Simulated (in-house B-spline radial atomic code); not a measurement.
Inner levels of rhenium as electrons are removed. A shift is the extra binding of the orbital against the neutral atom ([Xe] 4f14 5d5 6s2). The density at the nucleus is averaged over the nuclear charge. Computed with a radial B-spline atomic code at the basis-set limit: Dirac-Hartree-Fock, average of the configuration, finite nuclei.

```json
{"ion": "Re35+", "configuration": "[Kr] 4d4", "shift of 2s1/2 (eV)": "1451.72", "shift of 3p1/2 (eV)": "1422.14", "shift of 2p3/2 (eV)": "1451.63", "radius of 2s1/2 (bohr)": "0.075521", "radius of 3p1/2 (bohr)": "0.18498", "radius of 2p3/2 (bohr)": "0.070548", "Σ<r²> (bohr²)": "3.1129", "change of density at nucleus (bohr⁻³)": "1333.27"}
{"ion": "Re36+", "configuration": "[Kr] 4d3", "shift of 2s1/2 (eV)": "1525.85", "shift of 3p1/2 (eV)": "1490", "shift of 2p3/2 (eV)": "1525.85", "radius of 2s1/2 (bohr)": "0.075511", "radius of 3p1/2 (bohr)": "0.18478", "radius of 2p3/2 (bohr)": "0.070536", "Σ<r²> (bohr²)": "2.8842", "change of density at nucleus (bohr⁻³)": "1608.85"}
{"ion": "Re37+", "configuration": "[Kr] 4d2", "shift of 2s1/2 (eV)": "1601.11", "shift of 3p1/2 (eV)": "1558.77", "shift of 2p3/2 (eV)": "1601.22", "radius of 2s1/2 (bohr)": "0.075501", "radius of 3p1/2 (bohr)": "0.18457", "radius of 2p3/2 (bohr)": "0.070522", "Σ<r²> (bohr²)": "2.6621", "change of density at nucleus (bohr⁻³)": "1891.24"}
{"ion": "Re38+", "configuration": "[Kr] 4d1", "shift of 2s1/2 (eV)": "1677.51", "shift of 3p1/2 (eV)": "1628.43", "shift of 2p3/2 (eV)": "1677.72", "radius of 2s1/2 (bohr)": "0.07549", "radius of 3p1/2 (bohr)": "0.18435", "radius of 2p3/2 (bohr)": "0.070508", "Σ<r²> (bohr²)": "2.4462", "change of density at nucleus (bohr⁻³)": "2180.46"}
{"ion": "Re39+", "configuration": "[Ar] 3d10 4s2 4p6", "shift of 2s1/2 (eV)": "1755.04", "shift of 3p1/2 (eV)": "1698.98", "shift of 2p3/2 (eV)": "1755.36", "radius of 2s1/2 (bohr)": "0.075479", "radius of 3p1/2 (bohr)": "0.18413", "radius of 2p3/2 (bohr)": "0.070494", "Σ<r²> (bohr²)": "2.2363", "change of density at nucleus (bohr⁻³)": "2476.51"}
{"ion": "Re40+", "configuration": "[Ar] 3d10 4s2 4p5", "shift of 2s1/2 (eV)": "1833.17", "shift of 3p1/2 (eV)": "1769.05", "shift of 2p3/2 (eV)": "1833.68", "radius of 2s1/2 (bohr)": "0.075463", "radius of 3p1/2 (bohr)": "0.18414", "radius of 2p3/2 (bohr)": "0.070481", "Σ<r²> (bohr²)": "2.0328", "change of density at nucleus (bohr⁻³)": "2685.32"}
{"ion": "Re41+", "configuration": "[Ar] 3d10 4s2 4p4", "shift of 2s1/2 (eV)": "1912.19", "shift of 3p1/2 (eV)": "1839.8", "shift of 2p3/2 (eV)": "1912.89", "radius of 2s1/2 (bohr)": "0.075447", "radius of 3p1/2 (bohr)": "0.18396", "radius of 2p3/2 (bohr)": "0.070465", "Σ<r²> (bohr²)": "1.8337", "change of density at nucleus (bohr⁻³)": "2896.68"}
{"ion": "Re42+", "configuration": "[Ar] 3d10 4s2 4p3", "shift of 2s1/2 (eV)": "1992.09", "shift of 3p1/2 (eV)": "1911.23", "shift of 2p3/2 (eV)": "1993", "radius of 2s1/2 (bohr)": "0.07543", "radius of 3p1/2 (bohr)": "0.18377", "radius of 2p3/2 (bohr)": "0.070449", "Σ<r²> (bohr²)": "1.6388", "change of density at nucleus (bohr⁻³)": "3110.55"}
{"ion": "Re43+", "configuration": "[Ar] 3d10 4s2 4p2", "shift of 2s1/2 (eV)": "2072.87", "shift of 3p1/2 (eV)": "1983.32", "shift of 2p3/2 (eV)": "2073.99", "radius of 2s1/2 (bohr)": "0.075413", "radius of 3p1/2 (bohr)": "0.18358", "radius of 2p3/2 (bohr)": "0.070432", "Σ<r²> (bohr²)": "1.448", "change of density at nucleus (bohr⁻³)": "3326.89"}
{"ion": "Re44+", "configuration": "[Ar] 3d10 4s2 4p1", "shift of 2s1/2 (eV)": "2154.53", "shift of 3p1/2 (eV)": "2056.08", "shift of 2p3/2 (eV)": "2155.88", "radius of 2s1/2 (bohr)": "0.075396", "radius of 3p1/2 (bohr)": "0.18338", "radius of 2p3/2 (bohr)": "0.070415", "Σ<r²> (bohr²)": "1.2612", "change of density at nucleus (bohr⁻³)": "3545.68"}
{"ion": "Re45+", "configuration": "[Ar] 3d10 4s2", "shift of 2s1/2 (eV)": "2237.07", "shift of 3p1/2 (eV)": "2129.51", "shift of 2p3/2 (eV)": "2238.65", "radius of 2s1/2 (bohr)": "0.075378", "radius of 3p1/2 (bohr)": "0.18318", "radius of 2p3/2 (bohr)": "0.070398", "Σ<r²> (bohr²)": "1.0782", "change of density at nucleus (bohr⁻³)": "3766.89"}
{"ion": "Re46+", "configuration": "[Ar] 3d10 4s1", "shift of 2s1/2 (eV)": "2319.51", "shift of 3p1/2 (eV)": "2204.84", "shift of 2p3/2 (eV)": "2322.69", "radius of 2s1/2 (bohr)": "0.075373", "radius of 3p1/2 (bohr)": "0.18297", "radius of 2p3/2 (bohr)": "0.07038", "Σ<r²> (bohr²)": "0.90695", "change of density at nucleus (bohr⁻³)": "-2564.66"}
{"ion": "Re47+", "configuration": "[Ar] 3d10", "shift of 2s1/2 (eV)": "2402.73", "shift of 3p1/2 (eV)": "2280.79", "shift of 2p3/2 (eV)": "2407.55", "radius of 2s1/2 (bohr)": "0.075367", "radius of 3p1/2 (bohr)": "0.18275", "radius of 2p3/2 (bohr)": "0.070361", "Σ<r²> (bohr²)": "0.73894", "change of density at nucleus (bohr⁻³)": "-9055.89"}
{"ion": "Re48+", "configuration": "[Ar] 3d9", "shift of 2s1/2 (eV)": "2562.2", "shift of 3p1/2 (eV)": "2403.56", "shift of 2p3/2 (eV)": "2567.33", "radius of 2s1/2 (bohr)": "0.075317", "radius of 3p1/2 (bohr)": "0.18178", "radius of 2p3/2 (bohr)": "0.070297", "Σ<r²> (bohr²)": "0.69499", "change of density at nucleus (bohr⁻³)": "-8392.77"}
{"ion": "Re49+", "configuration": "[Ar] 3d8", "shift of 2s1/2 (eV)": "2723.76", "shift of 3p1/2 (eV)": "2527.63", "shift of 2p3/2 (eV)": "2729.23", "radius of 2s1/2 (bohr)": "0.075267", "radius of 3p1/2 (bohr)": "0.18083", "radius of 2p3/2 (bohr)": "0.070231", "Σ<r²> (bohr²)": "0.65236", "change of density at nucleus (bohr⁻³)": "-7715.55"}
{"ion": "Re50+", "configuration": "[Ar] 3d7", "shift of 2s1/2 (eV)": "2887.39", "shift of 3p1/2 (eV)": "2653.01", "shift of 2p3/2 (eV)": "2893.24", "radius of 2s1/2 (bohr)": "0.075214", "radius of 3p1/2 (bohr)": "0.17987", "radius of 2p3/2 (bohr)": "0.070163", "Σ<r²> (bohr²)": "0.611", "change of density at nucleus (bohr⁻³)": "-7024.19"}
{"ion": "Re51+", "configuration": "[Ar] 3d6", "shift of 2s1/2 (eV)": "3053.1", "shift of 3p1/2 (eV)": "2779.69", "shift of 2p3/2 (eV)": "3059.36", "radius of 2s1/2 (bohr)": "0.07516", "radius of 3p1/2 (bohr)": "0.17892", "radius of 2p3/2 (bohr)": "0.070093", "Σ<r²> (bohr²)": "0.57085", "change of density at nucleus (bohr⁻³)": "-6318.67"}
{"ion": "Re52+", "configuration": "[Ar] 3d5", "shift of 2s1/2 (eV)": "3220.88", "shift of 3p1/2 (eV)": "2907.66", "shift of 2p3/2 (eV)": "3227.58", "radius of 2s1/2 (bohr)": "0.075104", "radius of 3p1/2 (bohr)": "0.17798", "radius of 2p3/2 (bohr)": "0.070021", "Σ<r²> (bohr²)": "0.53188", "change of density at nucleus (bohr⁻³)": "-5598.93"}
```
